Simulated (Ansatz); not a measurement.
Geometry optimisation, RKS LDA/def2-SVP in Ansatz 0.2.0.

The input (input.yaml):

```yaml
crystal:
  periodic: [false, false, false]
  atoms:
    - { symbol: W, position_ang: [0.318154, -0.181266, 0.214698] }
    - { symbol: O, position_ang: [-0.266515, -0.04471, 2.026014] }
    - { symbol: H, position_ang: [-1.161962, 0.003096, 2.417609] }
    - { symbol: F, position_ang: [1.928281, -0.014437, -0.746293] }
    - { symbol: H, position_ang: [-0.452968, 1.190662, -0.357913] }
    - { symbol: H, position_ang: [-1.365282, -0.25138, 0.042396] }
    - { symbol: H, position_ang: [-0.349524, -1.65771, -0.251473] }
    - { symbol: H, position_ang: [-0.298335, -0.239433, -1.344379] }
    - { symbol: H, position_ang: [1.875494, 1.868686, 1.579553] }
    - { symbol: H, position_ang: [1.331757, 1.481292, 1.878888] }
basis:
  gaussian: { orbitals: def2-SVP }
hamiltonian:
  xc: lda
relax:
  f_tol: 0.03
  max_steps: 50
```

Run as:

```bash
$ ansatz run input.yaml --threads 2 --pin off --max-ram 3072MiB --backend cpu --events-out ev --progress --plain --runs-dir out
```

Question: Where does it end, and by what steps?

Answer: The forces met the threshold. After 10 steps the energy has fallen by 0.262 eV; H9 moved furthest, 0.56 Å. Joined: W1–H9 (2.91 → 2.29 Å), W1–H10 (2.56 → 2.30 Å).

```tsv
step	energy less start (eV)	largest force component (eV/Å)	accepted
0	0.0000	1.532	yes
1	-0.1081	0.278	yes
2	-0.1298	0.763	yes
3	-0.1690	0.385	yes
4	-0.2059	0.379	yes
5	-0.2200	0.784	yes
6	-0.2478	0.435	yes
7	-0.1760	0.812	no
8	-0.2597	0.121	yes
9	-0.2613	0.067	yes
10	-0.2617	0.024	yes
```

```xyz
10
Properties=species:S:1:pos:R:3
W 0.288 0.112 0.330
O -0.368 -0.116 2.073
H -1.201 -0.518 2.387
F 1.976 -0.268 -0.429
H -0.517 1.444 -0.355
H -1.354 -0.138 0.031
H -0.250 -1.416 -0.102
H -0.195 -0.205 -1.251
H 1.830 1.637 1.074
H 1.349 1.622 1.703
```

Whether the end is a true minimum wasn't checked by a vibrational analysis.

Time of the run: 6.3 s on 2 threads of AMD EPYC 9R45 (Zen 5), on a shared host, peak memory 0.15 GiB.
